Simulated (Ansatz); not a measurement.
Correlation energies of C2H4ClFOSi, SMILES `F[Si]1(Cl)CCO1` by basis set

```xyz
10

F     2.425   -0.359   -0.376
Si    1.100    0.428   -0.017
Cl    1.612    2.392   -0.033
C    -0.483   -0.124   -0.797
C    -0.831   -0.475    0.667
O     0.386   -0.082    1.369
H    -0.420   -0.983   -1.463
H    -1.113    0.645   -1.241
H    -1.005   -1.540    0.830
H    -1.671    0.099    1.061
```

Total charge 0; spin multiplicity 1. Geometry: relaxed with PBE0-D4/def2-TZVP. Frozen core, restricted reference, the Gaussian-basis code of Ansatz. CBS rows extrapolate triple and quadruple zeta; past MP2 they add the triple-zeta difference.

```tsv
basis	HF (Eh)	MP2 corr.	CCSD corr.	(T)	CCSD(T) total
def2-TZVPP	-1001.08753	-1.11657	-1.15286	-0.04506	-1002.28545
def2-QZVPP	-1001.12157	-1.21036	–	–	–
CBS(def2)	-1001.12626	-1.27983	-1.31612	as TZ	-1002.48744
```
